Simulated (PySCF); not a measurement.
# `InChI=1S/C3H6BrFO/c4-3(5)1-2-6/h3,6H,1-2H2/t3-/m1/s1`

Geometry:
| atom | x (Å) | y (Å) | z (Å) |
| --- | --- | --- | --- |
| O1 | -2.057 | -0.018 | 0.784 |
| C2 | -0.954 | 0.379 | 0.007 |
| C3 | 0.205 | -0.556 | 0.354 |
| C4 | 1.449 | -0.241 | -0.460 |
| F5 | 2.374 | 0.409 | 0.286 |
| Br6 | 2.300 | -1.861 | -1.179 |
| H7 | -2.809 | 0.549 | 0.590 |
| H8 | -0.676 | 1.421 | 0.225 |
| H9 | -1.184 | 0.298 | -1.066 |
| H10 | 0.439 | -0.463 | 1.417 |
| H11 | -0.131 | -1.579 | 0.179 |
| H12 | 1.237 | 0.387 | -1.333 |

Theory: GIAO CAM-B3LYP/pcSseg-1 magnetisability, rotational g tensor and spin-rotation constants, non-relativistic, gas phase in PySCF 2.14.0. Geometry: GFN2-xTB, dihedral held. The dihedral C2–C3–C4–Br6 is held at 225°.

The calculation is non-relativistic, which matters for the atoms heavier than Zn.

Task: Give the nuclear spin-rotation constants along the inertial axes (H = +C I·J) beside the isotropic shieldings.

Result: Rotational constants 4.5964, 0.9370, 0.8137 GHz. A star marks the isotopologue with that one atom substituted, in its own axes.
| atom | isotope | Caa (kHz) | Cbb (kHz) | Ccc (kHz) | mean (kHz) | σ (ppm) |
| --- | --- | --- | --- | --- | --- | --- |
| F5 | 19F | 2.601 | 0.828 | 0.939 | 1.456 | 320.2 |
| Br6 | 79Br | 4.023 | 1.591 | 2.623 | 2.746 | 1858.5 |
| H7 | 1H | -0.125 | -0.117 | -0.081 | -0.108 | 31.0 |
| H8 | 1H | -0.373 | 0.025 | -0.077 | -0.142 | 27.6 |
| H9 | 1H | -0.421 | -0.060 | 0.001 | -0.160 | 27.8 |
| H10 | 1H | -0.467 | -0.075 | 0.007 | -0.178 | 28.7 |
| H11 | 1H | -0.479 | 0.017 | -0.075 | -0.179 | 29.0 |
| H12 | 1H | -0.430 | -0.101 | 0.064 | -0.156 | 25.5 |
| O1 | 17O* | -0.212 | -0.091 | -0.059 | -0.121 | 307.7 |
| C2 | 13C* | 0.913 | 0.216 | 0.177 | 0.435 | 118.6 |
| C3 | 13C* | 0.773 | 0.185 | 0.180 | 0.379 | 133.7 |
| C4 | 13C* | 1.335 | 0.220 | 0.267 | 0.607 | 73.3 |

For the geometry as given, no vibrational averaging.
